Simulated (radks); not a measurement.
Initial-state core-level shifts of the neodymium ion Nd+ when its valence configuration changes from [Xe] 4f4 6s1. Method: scalar-relativistic Kohn-Sham, LDA (Slater exchange, Perdew-Wang correlation), spin-polarised, spherical densities, finite nucleus; open shells are filled with parallel spins first (spin-orbit coupling, left out, can overturn this in heavy ions); Fermi nuclear charge, rms radius 4.9123 fm; computed with a radial shooting solver on a logarithmic mesh with Libxc functionals. Shifts are changes of the shell-averaged eigenvalues in eV (positive: less bound); the change of the density at the nucleus, which sets a Mossbauer isomer shift, is in e/bohr^3, on a base of 4.705e+05.

| valence | 1s | 3d | 5s | 5p | density at nucleus |
|---|---|---|---|---|---|
| 4f5 | +5.906 | +6.838 | +4.336 | +3.735 | -39.98 |
| 4f3 6s2 | -8.733 | -10.194 | -5.773 | -4.932 | +58.30 |
| 4f3 5d1 6s1 | -6.367 | -7.791 | -3.410 | -2.715 | +25.00 |
| 4f2.5 5d1 6s1 6p0.5 | -11.696 | -14.009 | -6.858 | -5.698 | +42.40 |
| 4f4 5d1 | +1.740 | +1.754 | +1.892 | +1.785 | -25.95 |
| 4f2.5 6s2 6p0.5 | -14.319 | -16.687 | -9.369 | -8.042 | +80.33 |
| 4f3 6s1 6p1 | -9.749 | -11.220 | -6.754 | -5.876 | +30.83 |
| 4f3.5 6s1.5 | -4.113 | -4.780 | -2.806 | -2.408 | +26.58 |
| 4f2 6s2 6p1 | -20.228 | -23.601 | -12.999 | -11.171 | +104.24 |
